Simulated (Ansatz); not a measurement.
`C#C[SiH2][AlH][SiH3]` + `F[SiH](F)Cl` → `F[Si](F)([SiH3])Cl` + `C#C[SiH2][AlH2]` at 298.15 K and 1 bar (formal exchange of groups at the Si–Al bond).

Program: Ansatz. Geometries: PBE0-D4/def2-TZVP. ΔE: electronic, gas phase. CCSD(T)/CBS is the MP2 limit (def2-TZVPP, def2-QZVPP) plus CCSD(T) − MP2 in def2-TZVPP, frozen cores. Each species was taken in one conformer, which may not be the lowest.

```
               species  CCSD(T)/CBS energy (Eh)  H − E (kJ/mol)  S (J/(mol·K))
`C#C[SiH2][AlH][SiH3]`               -900.40976           204.0          388.3
         `F[SiH](F)Cl`               -949.23245            58.3          299.3
  `F[Si](F)([SiH3])Cl`              -1239.50998           108.9          362.4
     `C#C[SiH2][AlH2]`               -610.12048           150.2          349.3
```

H − E and S are ideal-gas, rigid-rotor, harmonic terms from PBE0-D4/def2-TZVP, for one conformer and one mirror image of each species. 1 Eh = 2625.50 kJ/mol, R = 8.31446 J/(mol·K).

Task: By hand: ΔE, ΔH, ΔS and ΔG.

Result: ΔE = (-1239.50998) + (-610.12048) − (-900.40976) − (-949.23245) = 0.01175 Eh = 30.8 kJ/mol. Δ(H − E) = 108.9 + 150.2 − 204.0 − 58.3 = -3.2, so ΔH = 27.6 kJ/mol. ΔS = 362.4 + 349.3 − 388.3 − 299.3 = 24.1 J/(mol·K). ΔG = 27.6 − 298.15 × (24.1)/1000 = 20.4 kJ/mol.

Task: By hand: the equilibrium constant, and the temperature at which ΔG would vanish if ΔH and ΔS stayed fixed.

Result: log₁₀ K = −ΔG/(RT ln 10) = -3.6. ΔG = 0 at ΔH/ΔS = 1145 K.

ΔH outweighs TΔS. A doubt of 5 kJ/mol in ΔE shifts log₁₀ K by 0.9 here. Other conformers and mirror images would add mixing entropy, several J/(mol·K) or more a flexible species. Modes under 60 cm⁻¹, often nearly free rotors, make the harmonic entropy too high. These are equilibria of isolated gas molecules and say nothing of rates. Largest T1 diagnostic: 0.015 (customary marks: 0.02 for closed shells, 0.045 for open ones).
